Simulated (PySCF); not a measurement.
A run for PySCF: R-B3LYP/6-31G* on C2H5NO (a complex), monomers drawn apart or pushed together.

```python
from pyscf import gto, scf, dft, mp
from pyscf.data.elements import chemcore

mol = gto.M(
    atom='''
    O    -0.12077657    0.16146854   -0.88120611
    H     0.02235168    0.11252110    0.07554706
    H    -1.04094350    0.42390226   -0.97768318
    C     0.79814121   -0.13941501    4.43286294
    C     0.42802616   -0.02471582    3.03255600
    N     0.13803021    0.06522269    1.92568478
    H     1.20705955   -1.13046003    4.63040041
    H     1.55031040    0.60918316    4.68237089
    H    -0.07663210    0.01426526    5.06496547
    ''',
    basis='6-31g*',
    cart=True,
    charge=0, spin=0, verbose=3, max_memory=1800)
mf = dft.RKS(mol, xc='b3lyp')
mf.conv_tol = 1e-8
mf.max_cycle = 100
mf.kernel()
if not mf.converged:
    mf = mf.newton().run(mf.mo_coeff, mf.mo_occ)
```

Problem. Predict the final total energy.

Solution. -209.1704 hartree.
